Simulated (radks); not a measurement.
Results of a calculation; reference values are marked as such.
Spherical jellium clusters: N electrons in a uniform positive sphere of charge N and radius rs N^(1/3), rs = 5.39 bohr. Level of theory: non-relativistic Kohn-Sham, LDA (Slater exchange, Perdew-Wang correlation), spin-polarised, spherical densities (a radial shooting solver with Libxc functionals). Levels are named by radial order and angular momentum (1s, 1p, 1d, 2s, ...), and open shells are averaged over m.

N = 13, configuration 1s2 1p6 1d(up 5, down 0). This is the lowest configuration that the search found. Occupied and some empty levels:

level    occupation  eigenvalue (eV)  <r> (bohr)
1s up             1          -3.5963       8.226
1s down           1          -3.3188       7.764
1p up             3          -3.0775       9.492
1p down           3          -2.7351       9.408
1d up             5          -2.3866       10.46
1d down           0          -2.0317       10.57
2s up             0          -1.9315       8.669
2s down           0          -1.7761       8.956
1f up             0          -1.5698       11.38
1f down           0          -1.2329       11.66
2p up             0          -1.0762       11.04
2p down           0         -0.90689       11.35

Energy (eV): total -22.8876, kinetic 13.860, external -432.75, Hartree 215.53, exchange-correlation -37.237, background 217.71.

Electron density:

r (bohr)  n(r) (e/bohr^3)
0.400           0.0007503
1.91            0.0008667
3.42             0.001120
4.92             0.001463
6.43             0.001795
7.94             0.001940
9.45             0.001716
11.0             0.001147
12.5            0.0005519
14.0            0.0002008
15.5           0.00006072
17.0           0.00001650
18.5            4.205e-06
20.0            1.033e-06
